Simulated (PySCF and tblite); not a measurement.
Electronic barriers of bond rotations, on GFN2-xTB stationary points: by GFN2-xTB itself (tblite) and by PBE0/pcSseg-1 + D3(BJ) single points (PySCF). Paths on which the two differ by 5 kcal/mol or more were left out, since the structures then suit only one of them.

```json
{"molecule": "[CH2:1]=[CH:2][C:3](=[S:4])[NH:5][CH3:6]", "motion": "rotation about the C2–C3 bond (torsion C1–C2–C3–S4 from 0° to 160°, rising)", "GFN2-xTB (kcal/mol)": "4.0", "DFT (kcal/mol)": "3.7"}
{"molecule": "[CH2:1]=[C:2]([CH3:3])[CH:4]=[O:5]", "motion": "rotation about the C2–C4 bond (torsion C1–C2–C4–O5 from -180° to 0°, rising)", "GFN2-xTB (kcal/mol)": "4.9", "DFT (kcal/mol)": "9.6"}
{"molecule": "[CH3:1][O:2][c:3]1[cH:4][cH:5][cH:6][c:7]([F:8])[cH:9]1", "motion": "rotation about the C3–O2 bond (torsion C4–C3–O2–C1 from -180° to 0°, rising)", "GFN2-xTB (kcal/mol)": "5.2", "DFT (kcal/mol)": "3.6"}
{"molecule": "[O:1]=[C:2]([OH:3])[c:4]1[s:5][cH:6][cH:7][c:8]1[Cl:9]", "motion": "rotation about the C4–C2 bond (torsion S5–C4–C2–O1 from 180° to 360°, rising)", "GFN2-xTB (kcal/mol)": "5.4", "DFT (kcal/mol)": "?"}
{"molecule": "[OH:1][c:2]1[cH:3][cH:4][c:5]([F:6])[cH:7][cH:8]1", "motion": "rotation about the C2–O1 bond (torsion C3–C2–O1–H from 180° to 360°, rising)", "GFN2-xTB (kcal/mol)": "5.6", "DFT (kcal/mol)": "3.3"}
{"molecule": "[CH2:1]=[C:2]([CH2:3][F:4])[Se:5][Se:6][CH3:7]", "motion": "rotation about the Se5–Se6 bond (torsion C2–Se5–Se6–C7 from -85° to 87°, rising)", "GFN2-xTB (kcal/mol)": "6.2", "DFT (kcal/mol)": "9.0"}
{"molecule": "[N:1]#[C:2][C:3](=[O:4])/[CH:5]=[C:6](/[OH:7])[C:8]#[N:9]", "motion": "rotation about the C6–O7 bond (torsion C5–C6–O7–H from -180° to 0°, rising)", "GFN2-xTB (kcal/mol)": "8.2", "DFT (kcal/mol)": "7.2"}
{"molecule": "[O:1]=[CH:2]/[C:3]([Br:4])=[CH:5]/[OH:6]", "motion": "rotation about the C5–O6 bond (torsion C3–C5–O6–H from 0° to 180°, rising)", "GFN2-xTB (kcal/mol)": "11.7", "DFT (kcal/mol)": "11.1"}
{"molecule": "[O:1]=[C:2]([OH:3])[c:4]1[cH:5][cH:6][c:7]([SH:8])[o:9]1", "motion": "rotation about the C2–O3 bond (torsion O1–C2–O3–H from 0° to 180°, rising)", "GFN2-xTB (kcal/mol)": "12.3", "DFT (kcal/mol)": "11.6"}
```

Fit a straight line to the complete rows and predict the DFT barrier of O=C(O)c1sccc1Cl.

DFT = 1.48 + 0.8137·GFN2 (8 points, rms 2.2 kcal/mol, correlation 0.746). At 5.4 this gives 5.9 kcal/mol; the calculation itself gave 7.2 kcal/mol, so the fit is off by 1.3. The points scatter widely, so the line says little.

For scale, the study of O=C(O)c1sccc1Cl took 65 s on 1 thread of Arm Neoverse V2 (shared host) (rough), peak memory 0.84 GiB, launched as `OMP_NUM_THREADS=1 python ens_run.py task.json out`.
